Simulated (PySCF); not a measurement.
**SnH4: one-bond stretch**

Computed with PBE0/[Sn def2-TZVP with ECP28, H def2-TZVP], scalar-relativistic core potentials, density fitting, no spin–orbit coupling, PySCF.

Rigid scan from the singlet minimum (Sn–H 1.704 Å (×4); H–Sn–H 109.5° (×6)). Coordinate: the bond from Sn to the last atom (H) scaled, the rest fixed. Energies in kJ/mol from the minimum.

| scale of one bond | E (kJ/mol) | dipole size (D) |
| --- | --- | --- |
| 0.92 | 15.4 | 0.24 |
| 0.96 | 3.5 | 0.12 |
| 1.00 | 0.0 | 0.00 |
| 1.05 | 4.4 | 0.16 |
| 1.12 | 21.8 | 0.38 |
| 1.20 | 51.4 | 0.64 |
| 1.35 | 118.6 | 1.14 |
| 1.55 | 208.6 | – |
| 1.80 | 303.0 | – |
| 2.20 | 405.9 | – |

At long bonds a restricted determinant can lie too high, and another spin state can fall below this curve.

Other isomers or separated fragments may lie lower.
